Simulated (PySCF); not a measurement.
BBr3, SMILES BrB(Br)Br (connectivity only; charge and spin as stated), charge +1, multiplicity 2.

Coordinates come from a PBE-D3(BJ)/def2-SVP optimisation. The multiplicity is an assumed one; no other spin state was optimised. The isomer is the one that the SMILES or the coordinates give; other isomers of the formula were not compared.

These are TDA-ωB97X/def2-SVPD in PySCF values and carry that method's errors.

Vertical excitations; the highest root listed may be one member of a degenerate set. Isolated molecule, no solvent.

Computed excitation energies, oscillator strengths and character:
| state | energy (eV) | λ (nm) | f | main pairs |
|---|---|---|---|---|
| root 1 | 0.70 | 1759 | 0.000 | β HOMO−3→LUMO (degenerate set) |
| root 2 | 0.70 | 1759 | 0.000 | β HOMO−2→LUMO (degenerate set) |
| root 3 | 1.03 | 1208 | 0.044 | β HOMO→LUMO (degenerate set) |
| root 4 | 1.03 | 1208 | 0.044 | β HOMO−1→LUMO (degenerate set) |
| root 5 | 2.46 | 503 | 0.000 | β HOMO−4→LUMO 99 % |
| root 6 | 3.79 | 327 | 0.039 | β HOMO−5→LUMO (degenerate set) |
| root 7 | 3.79 | 327 | 0.039 | β HOMO−6→LUMO (degenerate set) |
| root 8 | 5.01 | 248 | 0.000 | β HOMO−1→LUMO+1 (degenerate set) |
| root 9 | 5.01 | 248 | 0.000 | β HOMO→LUMO+1 (degenerate set) |
| root 10 | 5.61 | 221 | 0.002 | α HOMO−1→LUMO 41 %, β HOMO−2→LUMO+1 57 % |
Unrestricted roots are not spin-pure.
